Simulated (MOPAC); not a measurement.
MOPAC input (PM3):

```
PM3 FORCE THERMO(298,298) PRECISE LET CHARGE=-1 GEO-OK AUX(PRECISION=9) THREADS=1
C3H5Cl2

C    -0.21380637 1   -0.73721566 1   -0.41075741 1
C    -1.49262340 1   -0.23953411 1    0.11935356 1
Cl   -1.93207073 1    1.29995982 1   -0.66410277 1
C     0.86701685 1   -0.03592381 1    0.37867149 1
Cl    2.52286266 1   -0.61622411 1   -0.18369227 1
H    -0.13335238 1   -1.83206944 1   -0.26794942 1
H    -0.04781914 1   -0.55922683 1   -1.49604844 1
H    -2.33890062 1   -0.92565317 1    0.01161198 1
H     0.86038992 1    1.05503808 1    0.22948433 1
H     0.82158514 1   -0.25090086 1    1.45693317 1
```

From the output:

```
     H   10   0.050500   0.005448   0.496542   5.265867

          HEAT OF FORMATION =     -13.388215 KCALS/MOLE

          ZERO POINT ENERGY      43.380 KCAL/MOL

           NORMAL COORDINATE ANALYSIS (Total motion = 1 Angstrom)

   Root No.       1         2         3         4         5         6         7         8

                 1 A       2 A       3 A       4 A       5 A       6 A       7 A       8 A

                  43.5      74.4     220.6     277.4     301.7     429.6     596.1     695.7

           1   -0.0111   -0.0193    0.0120    0.0111   -0.0129    0.1224   -0.0447    0.0125
           2    0.0823    0.0261   -0.0235   -0.0781   -0.0138    0.0542   -0.0184   -0.0224
           3   -0.0212    0.0128    0.0800   -0.0186   -0.0312   -0.0193    0.0278   -0.0051
           4   -0.0151   -0.0180    0.0033    0.0130   -0.0549    0.1125   -0.0470   -0.0202
           5    0.0434   -0.0114    0.0452    0.0199    0.1378    0.0196   -0.0492   -0.0565
           6   -0.0572    0.0319   -0.0326    0.0680    0.0660    0.0851   -0.0106    0.0655
           7    0.0608    0.0209    0.0022    0.0536   -0.0042   -0.0415    0.0106    0.0065
           8   -0.0026   -0.0192   -0.0049    0.0304   -0.0358   -0.0373    0.0243    0.0266
           9    0.0483   -0.0163   -0.0088    0.0028   -0.0074   -0.0004   -0.0036   -0.0051
          10   -0.0309   -0.0100   -0.0047   -0.0269    0.0254    0.0480    0.2075   -0.0401
          11   -0.0152    0.1287   -0.0048   -0.0247    0.0026    0.0185    0.0066   -0.0032
          12   -0.0269    0.0211    0.0828   -0.0053   -0.0485   -0.0099   -0.0205   -0.0206
          13   -0.0391   -0.0018   -0.0130   -0.0496    0.0174   -0.0628   -0.0531    0.0071
          14   -0.0377   -0.0420    0.0047    0.0039   -0.0002    0.0002   -0.0020    0.0012
          15   -0.0056   -0.0104   -0.0394   -0.0198    0.0247   -0.0164    0.0091   -0.0007
          16   -0.0427   -0.0333    0.0670    0.1000    0.0608    0.0692   -0.1276   -0.1188
          17    0.1268    0.0036   -0.0464   -0.1465   -0.0715    0.0982   -0.0008    0.0596
          18    0.0532   -0.0529    0.0763   -0.0899   -0.0943    0.0278   -0.0137    0.0567
          19    0.0297   -0.0130    0.0082   -0.0827   -0.1540    0.1517   -0.0536    0.0791
          20    0.1448   -0.0082   -0.0532   -0.1675   -0.0847    0.1154    0.0026    0.0887
          21   -0.0743    0.0646    0.1154    0.0280   -0.0394   -0.0697   -0.0146   -0.0921
          22    0.0135   -0.0536    0.1664   -0.0395    0.1047    0.1172    0.0315    0.1953
          23   -0.0726    0.0207   -0.1065    0.1069   -0.1090   -0.0276   -0.0890   -0.2242
          24   -0.1498    0.0735   -0.2295    0.1555   -0.2010    0.0462   -0.0890   -0.1890
          25   -0.0480   -0.0946    0.0015   -0.0325    0.0138   -0.0285    0.1304   -0.0454
          26   -0.0433    0.2019    0.0041   -0.0085    0.0086    0.0148    0.0291    0.0258
          27   -0.0986    0.1187    0.1055    0.0274   -0.0416   -0.0634   -0.0011    0.0310
          28   -0.0362    0.0846    0.0093   -0.0518    0.0158   -0.0147    0.1337   -0.0211
          29   -0.0560    0.2243    0.0060   -0.0008    0.0144    0.0029    0.0020    0.0506
          30    0.0232   -0.0504    0.0765   -0.0485   -0.0666   -0.0174   -0.0363   -0.0797

   Root No.       9        10        11        12        13        14        15        16

                 9 A      10 A      11 A      12 A      13 A      14 A      15 A      16 A

                 801.1     978.2    1043.5    1092.7    1116.8    1132.8    1183.4    1221.4

           1   -0.0044   -0.0057    0.0055    0.0109    0.0098    0.0241   -0.0146    0.0124
           2   -0.0240   -0.0569    0.0237    0.0206    0.0253   -0.0291    0.0076    0.0102
           3   -0.0024   -0.0062    0.0075   -0.0687    0.0220   -0.0188   -0.0249   -0.0409
           4    0.0040    0.0051   -0.0082   -0.0007   -0.0231   -0.0473   -0.0057   -0.0622
           5    0.0288    0.0319   -0.0257    0.0042    0.0078    0.0033   -0.0061   -0.0144
           6   -0.0152   -0.0045   -0.0017    0.0071    0.0037    0.0027    0.0073   -0.0006
           7   -0.0001    0.0013   -0.0008   -0.0004   -0.0004    0.0003    0.0002    0.0006
           8   -0.0060   -0.0030    0.0011    0.0052    0.0007    0.0035   -0.0022   -0.0033
           9    0.0015    0.0006    0.0004   -0.0030   -0.0007   -0.0011    0.0015    0.0032
          10    0.0067    0.0006    0.0002    0.0061    0.0033    0.0075   -0.0244    0.0250
          11   -0.0385    0.0475    0.0149   -0.0193   -0.0272    0.0206    0.0001   -0.0081
          12    0.0011    0.0085   -0.0048    0.0712   -0.0322    0.0031   -0.0248    0.0467
          13   -0.0009    0.0000    0.0001   -0.0008    0.0004   -0.0007   -0.0072    0.0035
          14    0.0047   -0.0069   -0.0045   -0.0012   -0.0017    0.0010   -0.0006    0.0002
          15    0.0008   -0.0006   -0.0006   -0.0003   -0.0003   -0.0000    0.0026   -0.0016
          16   -0.0347   -0.1784    0.2408   -0.0463    0.0211    0.2059    0.0747    0.0786
          17    0.0638    0.0479   -0.0162   -0.0038   -0.0109   -0.0105   -0.0032   -0.0302
          18    0.1613    0.0667    0.1322   -0.1762   -0.0530    0.1890    0.0288   -0.0908
          19    0.0225    0.1278   -0.1868   -0.0087    0.2399    0.1562    0.0874    0.1161
          20    0.0976    0.0699   -0.0058    0.0103   -0.0297    0.0396    0.0016    0.0581
          21   -0.1358   -0.0609   -0.1041   -0.0689    0.2735   -0.0068    0.0611   -0.0282
          22   -0.0422   -0.0043    0.0151   -0.1879   -0.0939   -0.1764    0.1428    0.2118
          23    0.0773    0.0634   -0.0153   -0.2002   -0.0445   -0.0992    0.1012    0.2297
          24    0.0475    0.0219   -0.0062   -0.0283    0.0081    0.0045   -0.0073   -0.0014
          25   -0.0681    0.2109    0.1780    0.1106    0.0836   -0.0601    0.2463   -0.1233
          26    0.0852   -0.0425   -0.0062    0.0094    0.0018   -0.0013   -0.0104    0.0250
          27    0.2009   -0.0238    0.0783    0.2118    0.0882   -0.0929    0.1494    0.0151
          28    0.0815   -0.2038   -0.1934   -0.0197   -0.1319    0.0772    0.2288   -0.1310
          29    0.1258   -0.0586    0.0084   -0.0226    0.0458   -0.0251   -0.0109   -0.0270
          30   -0.1586    0.0250   -0.1042    0.0632   -0.2029    0.1005    0.1308   -0.0131

   Root No.      17        18        19        20        21        22        23        24

                17 A      18 A      19 A      20 A      21 A      22 A      23 A      24 A

                1321.5    1373.2    1401.3    2902.9    3000.2    3030.6    3033.9    3072.2

           1    0.0719    0.0637   -0.0525    0.0104   -0.0205    0.0057   -0.0024    0.0006
           2   -0.0043   -0.0018   -0.0082   -0.0548   -0.0211    0.0040   -0.0051    0.0001
           3    0.0490    0.0308    0.0450   -0.0162    0.0238   -0.0058    0.0025   -0.0011
           4   -0.0507   -0.0343    0.0314    0.0007   -0.0054   -0.0226    0.0055   -0.0005
           5   -0.0009   -0.0007    0.0049   -0.0004    0.0052    0.0229   -0.0057    0.0004
           6   -0.0150   -0.0095    0.0024   -0.0016   -0.0068   -0.0326    0.0080   -0.0009
           7   -0.0003   -0.0001   -0.0001    0.0002    0.0001    0.0001    0.0000   -0.0000
           8   -0.0006   -0.0003    0.0002    0.0003    0.0001    0.0004   -0.0001    0.0000
           9    0.0008    0.0005   -0.0007    0.0001   -0.0001   -0.0003    0.0001   -0.0000
          10   -0.0223    0.0017    0.0009    0.0002   -0.0000   -0.0002   -0.0005    0.0200
          11   -0.0016    0.0056    0.0039    0.0030    0.0039   -0.0150   -0.0474   -0.0009
          12    0.0048   -0.0579   -0.0267    0.0002    0.0002    0.0001   -0.0031   -0.0352
          13   -0.0038    0.0006    0.0011   -0.0001    0.0001   -0.0001   -0.0000    0.0009
          14   -0.0001    0.0000   -0.0000    0.0000    0.0000   -0.0001   -0.0002    0.0000
          15   -0.0001   -0.0000    0.0004   -0.0000    0.0000   -0.0000   -0.0000   -0.0001
          16   -0.0399   -0.0935    0.1648    0.1061    0.1625   -0.0355    0.0244   -0.0023
          17   -0.0496    0.0369   -0.1713    0.2284    0.4534   -0.0878    0.0645   -0.0084
          18   -0.1821   -0.0127   -0.1971   -0.1151   -0.1742    0.0325   -0.0290    0.0030
          19   -0.0252   -0.0791    0.1446   -0.2497    0.0936   -0.0144    0.0000   -0.0029
          20    0.0809   -0.0437    0.2230    0.4351   -0.2022    0.0371   -0.0056    0.0074
          21   -0.1516   -0.0110   -0.1641    0.3208   -0.1228    0.0226    0.0026    0.0055
          22   -0.0548   -0.0399   -0.0179    0.0031    0.0529    0.2459   -0.0600    0.0051
          23    0.0511    0.0309   -0.0487   -0.0079   -0.0646   -0.2857    0.0693   -0.0059
          24    0.0191    0.0124    0.0010    0.0100    0.0908    0.4123   -0.1005    0.0094
          25    0.1435   -0.0908   -0.0439   -0.0082   -0.0120    0.0394    0.1158   -0.1141
          26   -0.0933    0.1533    0.0551   -0.0215   -0.0332    0.1140    0.3350   -0.3778
          27   -0.0952    0.2360    0.0663    0.0066    0.0143   -0.0530   -0.1590    0.1526
          28    0.1333   -0.0826   -0.0412    0.0111    0.0066   -0.0314   -0.1103   -0.1544
          29    0.1161   -0.2048   -0.0710   -0.0215   -0.0151    0.0680    0.2413    0.3887
          30   -0.0763    0.1944    0.0566   -0.0127   -0.0112    0.0554    0.1950    0.2776

           MASS-WEIGHTED COORDINATE ANALYSIS (NORMAL COORDINATES)

   Root No.       1         2         3         4         5         6         7         8

                 1 A       2 A       3 A       4 A       5 A       6 A       7 A       8 A

                  43.5      74.4     220.6     277.4     301.7     429.6     596.1     695.7

           1   -0.0501   -0.0963    0.0651    0.0534   -0.0590    0.4642   -0.1710    0.0746
           2    0.3710    0.1300   -0.1270   -0.3774   -0.0635    0.2056   -0.0704   -0.1336
           3   -0.0954    0.0638    0.4332   -0.0901   -0.1430   -0.0732    0.1066   -0.0304
           4   -0.0682   -0.0898    0.0178    0.0626   -0.2519    0.4268   -0.1798   -0.1203
           5    0.1956   -0.0567    0.2445    0.0960    0.6324    0.0744   -0.1885   -0.3361
           6   -0.2579    0.1590   -0.1765    0.3285    0.3029    0.3228   -0.0407    0.3899
           7    0.4711    0.1792    0.0208    0.4450   -0.0331   -0.2703    0.0699    0.0667
           8   -0.0203   -0.1639   -0.0455    0.2524   -0.2823   -0.2428    0.1597    0.2719
           9    0.3739   -0.1393   -0.0823    0.0235   -0.0587   -0.0026   -0.0236   -0.0517
          10   -0.1392   -0.0496   -0.0254   -0.1299    0.1167    0.1821    0.7943   -0.2388
          11   -0.0684    0.6409   -0.0259   -0.1195    0.0120    0.0703    0.0253   -0.0189
          12   -0.1212    0.1050    0.4485   -0.0258   -0.2228   -0.0376   -0.0785   -0.1227
          13   -0.3027   -0.0152   -0.1210   -0.4117    0.1370   -0.4089   -0.3495    0.0730
          14   -0.2916   -0.3595    0.0440    0.0320   -0.0015    0.0012   -0.0132    0.0123
          15   -0.0435   -0.0889   -0.3663   -0.1643    0.1946   -0.1067    0.0599   -0.0068
          16   -0.0558   -0.0480    0.1051    0.1400    0.0809    0.0760   -0.1415   -0.2049
          17    0.1655    0.0053   -0.0727   -0.2052   -0.0950    0.1079   -0.0009    0.1027
          18    0.0695   -0.0763    0.1197   -0.1259   -0.1254    0.0305   -0.0152    0.0978
          19    0.0387   -0.0187    0.0128   -0.1158   -0.2047    0.1667   -0.0594    0.1364
          20    0.1891   -0.0118   -0.0834   -0.2345   -0.1126    0.1267    0.0028    0.1530
          21   -0.0971    0.0932    0.1810    0.0391   -0.0524   -0.0766   -0.0162   -0.1589
          22    0.0176   -0.0774    0.2609   -0.0553    0.1392    0.1288    0.0349    0.3368
          23   -0.0948    0.0299   -0.1670    0.1497   -0.1449   -0.0303   -0.0987   -0.3866
```

The dipole moment of an ion depends on the origin.
